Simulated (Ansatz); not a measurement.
Consider the silylene formation by 1,1-elimination: `F[SiH](S)I` → `FI` + `[SiH]S`.

Calculated with Ansatz (gas phase, PBE0-D4/def2-TZVP geometries, no zero-point term in ΔE). CBS: MP2 limit from def2 TZ/QZ plus the TZ coupled-cluster correction, frozen cores. This one scheme is used for every species. DFT in def2-TZVPP. B3LYP here is the variant with VWN-RPA as its local correlation; programs differ in this. HSE06 is defined as in plane-wave codes. Elements past krypton have def2 core potentials. For I outer-core shells are correlated without core-valence functions, which leaves a few kJ/mol of doubt a bond. Each species was taken in one conformer, which may not be the lowest.

`F[SiH](S)I`:

```xyz
6

F    -0.624   -0.021    1.681
Si    0.236    0.267    0.374
S     0.513   -1.480   -0.776
I    -0.939    2.001   -0.847
H     1.570    0.737    0.788
H    -0.756   -1.505   -1.220
```

`FI`:

Cartesian coordinates in Å:
```
F -0.871 -0.254 0.288
I 0.871 0.254 -0.288
```

`[SiH]S`:

Cartesian coordinates in Å:
```
Si -0.090 0.420 -1.021
S 0.005 -0.428 0.915
H 1.193 1.189 -0.726
H -1.108 -1.180 0.832
```

Q: Is it downhill or uphill in electronic energy at CCSD(T)/CBS, and by how much? (Estimate.)

A: Ansatz gave: Uphill: ΔE = +546.0 kJ/mol.

Q: What do these levels give: LDA (SPW92), r2SCAN-D4, B3LYP-D4, r2SCANh-D4, r2SCAN0-D4, ωB97M-V, PBE, HSE06, BHLYP, SCS-MP2/def2-TZVPP, HF/def2-QZVPP, MP2/def2-QZVPP? (Estimate.)

A: The calculation gave: LDA (SPW92) 549.7, r2SCAN-D4 555.0, B3LYP-D4 521.1, r2SCANh-D4 562.7, r2SCAN0-D4 573.7, ωB97M-V 533.4, PBE 505.3, HSE06 538.5, BHLYP 540.9, SCS-MP2/def2-TZVPP 556.6, HF/def2-QZVPP 546.5, MP2/def2-QZVPP 582.8 kJ/mol.

Q: What do rigid-rotor, harmonic-oscillator terms from PBE0-D4/def2-TZVP frequencies (298.15 K, 1 bar) make of the CCSD(T)/CBS value? (Best estimate.)

A: Ansatz gave: ΔZPE = -10.8 kJ/mol, ΔH = +537.3 kJ/mol, ΔS = 148 J/(mol·K), ΔG = +493.3 kJ/mol.

Largest T1 diagnostic among the species: 0.016.

From BLYP to BHLYP (50 % exact exchange), in def2-TZVPP and without D4, ΔE moves by +69.8 kJ/mol. Leaving LDA and LC-ωPBE aside and taking each functional with its dispersion term where it has one, the values, not all of them listed here, spread over 83.2 kJ/mol, from BLYP-D4 to PBE-QIDH. LDA lies +44.4 kJ/mol from PBE without D4. The D4 term adds +16.0 kJ/mol with B3LYP and +8.6 kJ/mol with PBE0; it sums over pairs of atoms, weighted by their polarisabilities, and B3LYP, whose exchange is more repulsive, gets the larger term.
